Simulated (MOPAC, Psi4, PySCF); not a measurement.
Interaction energy of CH2O2 ··· CS2 (SMILES O=CO and S=C=S). Monomers: optimised at B3LYP-D3(BJ) (def2-TZVP), held rigid. Orientation: lowest of the rigid-body minima from ten starts at GFN2-xTB. Only R, the distance of the centres of mass, is varied, so the lowest point isn't the relaxed dimer.

Computed with: RKS-M06-2X/6-31G* = PySCF with restricted M06-2X/6-31G*, spherical d, no counterpoise correction; PM3, restricted, heats of formation (MOPAC); RKS-BP86/6-31G* = restricted BP86/6-31G*, spherical d, no counterpoise correction (PySCF); SAPT0/jun-cc-pVDZ, frozen core (Psi4).

Interaction energies in kcal/mol; the last columns give the difference from SAPT0:

```csv
R / Å,RKS-M06-2X/6-31G*,PM3,RKS-BP86/6-31G*,SAPT0/jun-cc-pVDZ,RKS-M06-2X/6-31G* − SAPT0/jun-cc-pVDZ,PM3 − SAPT0/jun-cc-pVDZ,RKS-BP86/6-31G* − SAPT0/jun-cc-pVDZ
2.81,11.95,19.05,14.83,13.36,-1.41,5.69,1.47
3.00,3.24,11.44,6.78,5.22,-1.97,6.23,1.56
3.24,-1.56,5.26,1.90,0.51,-2.07,4.75,1.39
3.42,-2.69,2.72,0.29,-0.93,-1.76,3.65,1.21
3.59,-2.81,1.46,-0.39,-1.46,-1.35,2.92,1.07
3.83,-2.37,0.59,-0.63,-1.55,-0.81,2.14,0.92
4.11,-1.71,0.14,-0.49,-1.29,-0.42,1.43,0.81
4.39,-1.18,-0.06,-0.28,-0.97,-0.22,0.91,0.69
4.90,-0.52,-0.16,-0.06,-0.51,-0.01,0.35,0.45
5.61,-0.11,-0.14,-0.01,-0.20,0.10,0.07,0.20
6.59,0.00,-0.08,0.00,-0.06,0.06,-0.02,0.06
7.95,0.01,-0.03,0.00,-0.01,0.02,-0.02,0.02
```

RKS-M06-2X/6-31G* is furthest from SAPT0/jun-cc-pVDZ at 3.24 (-2.07 kcal/mol, below); its mean absolute difference over the points is 0.85 kcal/mol.

PM3 is furthest from SAPT0/jun-cc-pVDZ at 3.00 (6.23 kcal/mol, above); its mean absolute difference over the points is 2.35 kcal/mol.

RKS-BP86/6-31G* is furthest from SAPT0/jun-cc-pVDZ at 3.00 (1.56 kcal/mol, above); its mean absolute difference over the points is 0.82 kcal/mol.
